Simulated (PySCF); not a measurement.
trisilane anion (H8Si3), SMILES [SiH3][SiH2][SiH3] (connectivity only; charge and spin as stated), charge -1, multiplicity 2. Atoms are numbered in the order given.

```xyz
11

Si     2.3655     0.0000     0.2378
Si     0.0000     0.0000    -0.5174
Si    -2.3655     0.0000     0.2378
H      3.6836     0.0000    -0.5519
H      2.5448    -1.1873     1.1541
H      2.5448     1.1873     1.1541
H      0.0000     1.1831    -1.4636
H      0.0000    -1.1831    -1.4636
H     -2.5448    -1.1873     1.1541
H     -2.5448     1.1873     1.1541
H     -3.6836     0.0000    -0.5519
```
Charge -1, spin multiplicity 2.

The structure is a stationary point at B3LYP-D3(BJ)/def2-SVPD. The multiplicity is an assumed one; no other spin state was optimised.

Calculation: PySCF with B3LYP-D3(BJ)/def2-SVPD.

Frequencies are harmonic and unscaled.

```tsv
mode	ν (cm⁻¹)	IR (km/mol)	moving atoms (share of kinetic energy)
1	75	1.2	Si 75 %, H 25 %
2	109	0.4	H 69 %, Si 31 %
3	113	0.0	H 100 %
4	221	17.6	H 94 %
5	234	0.0	Si 88 %, H 12 %
6	240	222.4	H 55 %, Si 45 %
7	326	2.1	Si 55 %, H 45 %
8	354	0.0	H 93 %
9	479	20.2	H 74 %, Si 26 %
10	496	8.3	H 76 %, Si 24 %
11	753	0.0	H 96 %
12	755	687.7	H 92 %, Si 8 %
13	867	72.1	H 95 %
14	886	277.3	H 93 %
15	886	29.3	H 94 %
16	934	204.4	H 96 %
17	941	61.6	H 98 %
18	943	0.0	H 99 %
19	944	35.7	H 97 %
20	1898	1835.1	H 97 %
21	1929	90.6	H 97 %
22	2046	182.2	H 98 %
23	2055	67.0	H 96 %
24	2088	66.9	H 98 %
25	2092	187.3	H 98 %
26	2094	0.0	H 96 %
27	2099	540.3	H 96 %
```
